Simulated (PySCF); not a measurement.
**Two-component Hartree-Fock for Pd²⁺ (palladium, charge +2)**

Start: [Kr] 4d8; 4d3/2 filled at m_j = -1/2, +1/2, +3/2; 4d5/2 filled at m_j = -3/2, -1/2, +1/2, +3/2, +5/2. Calculated with PySCF 2.14 in x2c-TZVPall-2c: generalised Hartree-Fock with the X2C-1e Hamiltonian and a Gaussian nucleus; one run each with spin-orbit coupling (SO) switched off, then screened by Boettger's factors. This is a chosen level, not necessarily the ground level.

```json
{"spinor shell": "1s1/2", "electrons": "2", "ε, spin-free (eV)": "-24501.2", "ε, screened SO (eV)": "-24499.4", "weight of nominal j (screened SO)": "1.000", "rms radius, screened SO (bohr)": "0.0365"}
{"spinor shell": "2s1/2", "electrons": "2", "ε, spin-free (eV)": "-3683.2", "ε, screened SO (eV)": "-3682.6", "weight of nominal j (screened SO)": "1.000", "rms radius, screened SO (bohr)": "0.150"}
{"spinor shell": "2p1/2", "electrons": "2", "ε, spin-free (eV)": "-3297.9", "ε, screened SO (eV)": "-3408.2", "weight of nominal j (screened SO)": "1.000", "rms radius, screened SO (bohr)": "0.130"}
{"spinor shell": "2p3/2", "electrons": "4", "ε, spin-free (eV)": "-3297.9", "ε, screened SO (eV)": "-3246.7", "weight of nominal j (screened SO)": "1.000", "rms radius, screened SO (bohr)": "0.135"}
{"spinor shell": "3s1/2", "electrons": "2", "ε, spin-free (eV)": "-721.14", "ε, screened SO (eV)": "-720.95", "weight of nominal j (screened SO)": "1.000", "rms radius, screened SO (bohr)": "0.403"}
{"spinor shell": "3p1/2", "electrons": "2", "ε, spin-free (eV)": "-591.30", "ε, screened SO (eV)": "-611.21", "weight of nominal j (screened SO)": "1.000", "rms radius, screened SO (bohr)": "0.399"}
{"spinor shell": "3p3/2", "electrons": "4", "ε, spin-free (eV)": "-591.30", "ε, screened SO (eV)": "-581.95", "weight of nominal j (screened SO)": "1.000", "rms radius, screened SO (bohr)": "0.410"}
{"spinor shell": "3d3/2", "electrons": "4", "ε, spin-free (eV)": "-385.43", "ε, screened SO (eV)": "-388.99", "weight of nominal j (screened SO)": "0.997", "rms radius, screened SO (bohr)": "0.387"}
{"spinor shell": "4s1/2", "electrons": "2", "ε, spin-free (eV)": "-130.40", "ε, screened SO (eV)": "-130.34", "weight of nominal j (screened SO)": "1.000", "rms radius, screened SO (bohr)": "1.01"}
{"spinor shell": "4p1/2", "electrons": "2", "ε, spin-free (eV)": "-90.697", "ε, screened SO (eV)": "-95.300", "weight of nominal j (screened SO)": "0.948", "rms radius, screened SO (bohr)": "1.09"}
{"spinor shell": "4p3/2", "electrons": "4", "ε, spin-free (eV)": "-90.697", "ε, screened SO (eV)": "-88.452", "weight of nominal j (screened SO)": "0.974", "rms radius, screened SO (bohr)": "1.12"}
{"spinor shell": "4d5/2", "electrons": "5", "ε, spin-free (eV)": "-34.410", "ε, screened SO (eV)": "-34.309", "weight of nominal j (screened SO)": "0.617", "rms radius, screened SO (bohr)": "1.49"}
{"spinor shell": "4d3/2", "electrons": "3", "ε, spin-free (eV)": "-34.410", "ε, screened SO (eV)": "-34.600", "weight of nominal j (screened SO)": "0.647", "rms radius, screened SO (bohr)": "1.48"}
```

Question: Where does 3d5/2 lie, and what is the 3d spin-orbit splitting (screened SO)?

Answer: At -382.85 eV, 6.146 eV above 3d3/2.

| quantity | spin-free | screened SO |
| --- | --- | --- |
| E (hartree) | -5041.44458 | -5042.31070 |
| M_J | 4 | 4 |
| ⟨J²⟩ | 20.008 | 20.008 |
| ⟨L²⟩ | 12.006 | 12.065 |
| ⟨S²⟩ | 2.002 | 2.002 |

Each row is a mean over spinors that exchange with the open shell spreads, by up to 7.965 eV (4p3/2).

Rows whose weight is well below 1 are mixtures of j = l ± 1/2: exchange outweighs spin-orbit coupling there, and the label is only the starting occupation.

Breit and QED terms are absent; they matter most for the inner s and p1/2 levels.

Densities and radii are taken from the X2C orbitals without a picture-change correction, which distorts them close to the nucleus.

Without spin-orbit coupling the j labels of p, d and f shells carry no meaning; the spin-free column gives the mean over the occupied spinors of each nl shell.
